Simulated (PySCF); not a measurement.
## Ionising CaO

RHF-SCS-MP2; PySCF, no relativity, basis sets Ca 6-31G(d,p), O 6-31G(d,p). Neutral (RHF): singlet (closed shell), Re = 1.879 Å, ωe = 667 cm⁻¹, De = 3.28 eV.

CaO⁺ (UHF): doublet (π ↑), Re = 2.027 Å, ωe = 619 cm⁻¹, De = 2.78 eV to Ca⁺ + O. The energies at the minima are -751.86297 hartree for CaO and -751.62960 for CaO⁺.

Task: Work out the adiabatic ionisation energy, without and with harmonic zero-point energies (1 hartree = 27.2114 eV, 1 eV = 8065.5 cm⁻¹), and the change of the bond length.

Result: At SCS-MP2: 0.23337 hartree = 6.350 eV between the minima; the zero-point term (619.0 − 667.0)/2 cm⁻¹ = -0.003 eV makes it 6.347 eV. Re changes by +14.8 pm against the neutral. The electron leaves a π orbital, and the longer bond of the ion fits a bonding orbital, or a change in how ionic the bond is.

Correlated steps freeze 6 core orbitals. Correlated levels converge slowly with the basis: in double zeta they bind strong bonds too weakly, by up to about 1 eV, and carry superposition errors of some tenths. For an ion De counts to the pair picked by the measured ionisation energies or electron affinities, which need not be the lowest pair at this level. Where the molecule has an RHF reference, its open-shell atoms are computed with UHF. States were picked by a PBE0 search and need not be the measured ground states.

Neutral and ion stand on different kinds of reference determinant, which adds to the error of the difference.
